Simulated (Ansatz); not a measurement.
Ansatz results at the PBE0-D4/def2-TZVP geometry: size of the dipole moment (ωB97M-V/def2-TZVPP) 2.62 D; LUMO energy (ωB97M-V/def2-TZVPP) 2.24 eV; HOMO–LUMO gap (B3LYP/def2-TZVPP) 7.66 eV.

Each molecule was computed in one conformer, which needn't be the lowest.

(1) Which molecule gave them?
A. `ClI`
B. `COC(C)OC`
C. `COCCOC`
D. `CC(O)CCO`

## Answers

(1) D. The others give `ClI`: 1.21, -1.30, 3.90; `COCCOC`: 1.51, 2.79, 7.92; `COC(C)OC`: 1.83, 2.74, 8.22.

B3LYP here is the variant with VWN-RPA as its local correlation; programs differ in this.
